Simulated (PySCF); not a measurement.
# Kr (krypton, neutral): PBE0 calculation

Configuration: [Kr], closed-shell 1S. Calculation: PySCF 2.14, in cc-pVDZ-DK; the spin-free X2C one-electron Hamiltonian (Gaussian nucleus).

```
Total energy                        : -2789.606 hartree
One-electron energy                 : -3876.197 hartree
Hartree (Coulomb) energy            : 1183.653 hartree
Exchange-correlation energy         : -97.062 hartree
⟨S²⟩                                : 0.0000
⟨L²⟩                                : 0.000
Sum of ⟨r⟩                          : 25.98 bohr
Sum of ⟨r²⟩                         : 38.41 bohr²
Langevin diamagnetic susceptibility : -30.4 ×10⁻⁶ cm³/mol
Time after the integrals            : 0.29 s of wall time on 1 thread of Neoverse-V2 (shared host)
```

```
shell  electrons  mean orbital energy (hartree)  rms radius, mean of both spins (bohr)
   1s          2                     -522.07746                                 0.0478
   2s          2                      -69.37442                                  0.199
   2p          6                      -61.30606                                  0.177
   3s          2                      -10.08338                                  0.567
   3p          6                       -7.48878                                  0.583
   3d         10                       -3.18454                                  0.616
   4s          2                       -0.93543                                   1.69
   4p          6                       -0.38831                                   2.08
```

Densities and radii are taken from the X2C orbitals without a picture-change correction, which distorts them close to the nucleus.
